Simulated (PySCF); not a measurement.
PySCF input file for Ga(AsH2)(F)2 (AsF₂GaH₂), SMILES [F][Ga]([F])[AsH2], TDDFT-B3LYP/def2-SVPD. Coordinates come from a PBE0-D3(BJ)/def2-SVP optimisation.

```python
import numpy as np
from pyscf import gto, scf, dft, tdscf

mol = gto.M(
    atom='''
    Ga   -0.78437623   -0.00837386    0.00000000
    As    1.59971494    0.06262917    0.00000000
    H     1.62167968   -0.98916924    1.10418537
    H     1.62167968   -0.98916925   -1.10418537
    F    -1.76212718    0.00950919   -1.44953351
    F    -1.76212718    0.00950919    1.44953350
    ''',
    basis='def2-SVPD',
    charge=0,
    spin=0,
    symmetry=True,
    max_memory=1600,
    verbose=4,
)
mf = dft.RKS(mol, xc='b3lyp').density_fit(auxbasis='def2-universal-jkfit')
mf.grids.level = 3
mf.conv_tol = 1e-9
mf.max_cycle = 100
mf.kernel()
mf.grids = dft.Grids(mol).set(level=1).build(with_non0tab=True)  # coarser grid for the response kernel
td = tdscf.TDDFT(mf)
td.singlet = True
td.nstates = 10
td.conv_tol = 1e-4
td.positive_eig_threshold = 1e-6
td.kernel(x0=td.get_init_guess(mf, 15))
td.analyze()
tt = tdscf.TDA(mf)
tt.singlet = False
tt.nstates = 4
tt.conv_tol = 1e-4
tt.positive_eig_threshold = 1e-6
tt.kernel(x0=tt.get_init_guess(mf, 9))
tt.analyze(verbose=3)
```

Program output:

```
PySCF version 2.14.0

[INPUT] verbose = 4
[INPUT] num. atoms = 6
[INPUT] num. electrons = 84
[INPUT] charge = 0
[INPUT] spin (= nelec alpha-beta = 2S) = 0
[INPUT] symmetry True subgroup None
[INPUT] Mole.unit = angstrom
[INPUT] Symbol           X                Y                Z      unit          X                Y                Z       unit  Magmom
[INPUT]  1 Ga    -0.784376230000  -0.008373860000   0.000000000000 AA   -1.482256253319  -0.015824302005   0.000000000000 Bohr   0.0
[INPUT]  2 As     1.599714940000   0.062629170000   0.000000000000 AA    3.023023113975   0.118351978709   0.000000000000 Bohr   0.0
[INPUT]  3 H      1.621679680000  -0.989169240000   1.104185370000 AA    3.064530456972  -1.869258954444   2.086607940052 Bohr   0.0
[INPUT]  4 H      1.621679680000  -0.989169250000  -1.104185370000 AA    3.064530456972  -1.869258973341  -2.086607940052 Bohr   0.0
[INPUT]  5 F     -1.762127180000   0.009509190000  -1.449533510000 AA   -3.329937766852   0.017969764766  -2.739221342279 Bohr   0.0
[INPUT]  6 F     -1.762127180000   0.009509190000   1.449533500000 AA   -3.329937766852   0.017969764766   2.739221323382 Bohr   0.0

nuclear repulsion = 536.107297740096
point group symmetry = Cs
symmetry origin: [ 2.24967135e-10 -2.69960875e-09 -2.02470654e-09]
symmetry axis x: [1.00000000e+00 2.55410051e-09 1.27469946e-09]
symmetry axis y: [ 2.55410050e-09 -1.00000000e+00  2.66866745e-10]
symmetry axis z: [-1.27469946e-09  2.66866882e-10  1.00000000e+00]
num. orbitals of irrep A' = 83
num. orbitals of irrep A" = 55
number of shells = 54
number of NR pGTOs = 246
number of NR cGTOs = 138
basis = def2-SVPD
ecp = {}


[settings echo left out]
init E= -4359.92305426845
HOMO (A') = -0.306073980497045  LUMO (A') = -0.100658411622814  gap/eV = 5.58964
cycle= 1 E= -4360.99424312817  delta_E= -1.07  |g|= 0.993  |ddm|=  2.9
HOMO (A") = -0.226786511413162  LUMO (A') = -0.0732404602892407  gap/eV = 4.17820
cycle= 2 E= -4360.40919863365  delta_E= 0.585  |g|= 2.13  |ddm|= 2.35
HOMO (A') = -0.303523991614287  LUMO (A') = -0.0767105402756711  gap/eV = 6.17191
cycle= 3 E= -4361.14808922517  delta_E= -0.739  |g|= 0.178  |ddm|= 1.63
HOMO (A') = -0.309732282441425  LUMO (A') = -0.071941191236244  gap/eV = 6.47063
cycle= 4 E= -4361.15221607986  delta_E= -0.00413  |g|= 0.0717  |ddm|= 0.219
HOMO (A') = -0.309383644048147  LUMO (A') = -0.0732407376473527  gap/eV = 6.42578
cycle= 5 E= -4361.15289821691  delta_E= -0.000682  |g|= 0.0165  |ddm|= 0.0626
HOMO (A') = -0.309246721958558  LUMO (A') = -0.0728257709173077  gap/eV = 6.43334
cycle= 6 E= -4361.15292520841  delta_E= -2.7e-05  |g|= 0.0028  |ddm|= 0.0164
HOMO (A') = -0.308796075084091  LUMO (A') = -0.0726736932146195  gap/eV = 6.42522
cycle= 7 E= -4361.1529269572  delta_E= -1.75e-06  |g|= 0.000761  |ddm|= 0.00539
HOMO (A') = -0.308918608089029  LUMO (A') = -0.0727129877500277  gap/eV = 6.42748
cycle= 8 E= -4361.15292713942  delta_E= -1.82e-07  |g|= 0.000116  |ddm|= 0.00179
HOMO (A') = -0.308917999665867  LUMO (A') = -0.0727174312702483  gap/eV = 6.42734
cycle= 9 E= -4361.15292714363  delta_E= -4.21e-09  |g|= 3.75e-05  |ddm|= 0.000202
HOMO (A') = -0.308918942496374  LUMO (A') = -0.0727166482343846  gap/eV = 6.42739
cycle= 10 E= -4361.15292714409  delta_E= -4.61e-10  |g|= 3.04e-06  |ddm|= 5.34e-05
HOMO (A') = -0.308918559577271  LUMO (A') = -0.0727161444239868  gap/eV = 6.42740
Extra cycle  E= -4361.15292714408  delta_E= 7.28e-12  |g|= 3.82e-06  |ddm|= 1.12e-05
converged SCF energy = -4361.15292714408
tot grids = 30296
Overwritten attributes  positive_eig_threshold  of <class 'pyscf.tdscf.rks.TDDFT'>


******** <class 'pyscf.tdscf.rks.TDDFT'> for <class 'pyscf.df.df_jk.DFSymAdaptedRKS'> ********
nstates = 10 singlet
deg_eia_thresh = 1.000e-03
wfnsym = None
conv_tol = 0.0001
eigh lindep = 1e-12
eigh level_shift = 0
eigh max_cycle = 100


Excitation energies (eV)
[5.81419617 6.17283408 6.62083426 6.74723014 7.05876751 7.42756734
 7.43230948 7.59348957 7.83773886 7.85578188]

** Singlet excitation energies and oscillator strengths **
Excited State   1:   A'      5.81420 eV    213.24 nm  f=0.1280
      41 -> 43       -0.11424
      42 -> 43       -0.51907
      42 -> 44       -0.45261
Excited State   2:   A'      6.17283 eV    200.85 nm  f=0.1137
      41 -> 43       -0.20006
      41 -> 44       -0.10050
      42 -> 43       -0.38917
      42 -> 44        0.52815
Excited State   3:   A"      6.62083 eV    187.26 nm  f=0.0056
      42 -> 45        0.69743
Excited State   4:   A'      6.74723 eV    183.76 nm  f=0.1031
      41 -> 43        0.62700
      41 -> 44       -0.26582
      42 -> 43       -0.13961
Excited State   5:   A'      7.05877 eV    175.65 nm  f=0.0522
      41 -> 44        0.27507
      42 -> 46        0.63801
Excited State   6:   A"      7.42757 eV    166.92 nm  f=0.0018
      40 -> 43        0.68903
Excited State   7:   A'      7.43231 eV    166.82 nm  f=0.3464
      36 -> 43       -0.13604
      41 -> 43       -0.17626
      41 -> 44       -0.55120
      41 -> 46        0.10365
      42 -> 43        0.16781
      42 -> 46        0.26305
Excited State   8:   A"      7.59349 eV    163.28 nm  f=0.0002
      39 -> 43        0.68758
Excited State   9:   A"      7.83774 eV    158.19 nm  f=0.0057
      38 -> 43        0.28786
      38 -> 44       -0.10602
      40 -> 44        0.60015
      41 -> 45        0.17434
Excited State  10:   A"      7.85578 eV    157.83 nm  f=0.0282
      38 -> 43        0.46716
      39 -> 44        0.14457
      40 -> 44       -0.34736
      41 -> 45        0.31571
      42 -> 47        0.14644

** Transition electric dipole moments (AU) **
state          X           Y           Z        Dip. S.      Osc.
  1        -0.9289     -0.1883     -0.0000      0.8983      0.1280
  2        -0.7516     -0.4325      0.0000      0.7520      0.1137
  3        -0.0000      0.0000      0.1857      0.0345      0.0056
  4        -0.7895     -0.0170     -0.0000      0.6236      0.1031
  5        -0.4056     -0.3708     -0.0000      0.3019      0.0522
  6         0.0000      0.0000     -0.1005      0.0101      0.0018
  7         1.2354     -0.6133      0.0000      1.9025      0.3464
  8        -0.0000      0.0000      0.0304      0.0009      0.0002
  9        -0.0000     -0.0000      0.1720      0.0296      0.0057
 10        -0.0000      0.0000      0.3826      0.1464      0.0282

** Transition velocity dipole moments (imaginary part, AU) **
state          X           Y           Z        Dip. S.      Osc.
  1        -0.2032     -0.0426      0.0000      0.0431      0.1345
  2        -0.1703     -0.1005      0.0000      0.0391      0.1149
  3         0.0000     -0.0000      0.0461      0.0021      0.0058
  4        -0.1990     -0.0044     -0.0000      0.0396      0.1066
  5        -0.1071     -0.1014     -0.0000      0.0217      0.0559
  6         0.0000      0.0000     -0.0298      0.0009      0.0022
  7         0.3415     -0.1733     -0.0000      0.1467      0.3580
  8        -0.0000     -0.0000      0.0079      0.0001      0.0001
  9         0.0000     -0.0000      0.0512      0.0026      0.0061
 10         0.0000     -0.0000      0.1145      0.0131      0.0303

** Transition magnetic dipole moments (imaginary part, AU) **
state          X           Y           Z
  1         0.0000      0.0000     -0.1162
  2        -0.0000     -0.0000      0.4360
  3        -0.2928      0.5922     -0.0000
  4         0.0000      0.0000      0.3532
  5         0.0000      0.0000      0.6785
  6        -0.1170      0.3317      0.0000
  7         0.0000     -0.0000      1.0033
  8         0.3729     -0.0691     -0.0000
  9         0.0510      0.0710     -0.0000
 10        -0.4504     -0.2978     -0.0000
Overwritten attributes  positive_eig_threshold  of <class 'pyscf.tdscf.rks.TDA'>


******** <class 'pyscf.tdscf.rks.TDA'> for <class 'pyscf.df.df_jk.DFSymAdaptedRKS'> ********
nstates = 4 triplet
deg_eia_thresh = 1.000e-03
wfnsym = None
conv_tol = 0.0001
eigh lindep = 1e-12
eigh level_shift = 0
eigh max_cycle = 100


Excitation energies (eV)
[4.74290026 5.51079857 5.91893503 6.16124878]

** Triplet excitation energies and oscillator strengths **
Excited State   1:   A'      4.74290 eV    261.41 nm  f=0.0000
Excited State   2:   A'      5.51080 eV    224.98 nm  f=0.0000
Excited State   3:   A"      5.91894 eV    209.47 nm  f=0.0000
Excited State   4:   A'      6.16125 eV    201.23 nm  f=0.0000
```

The run converged.
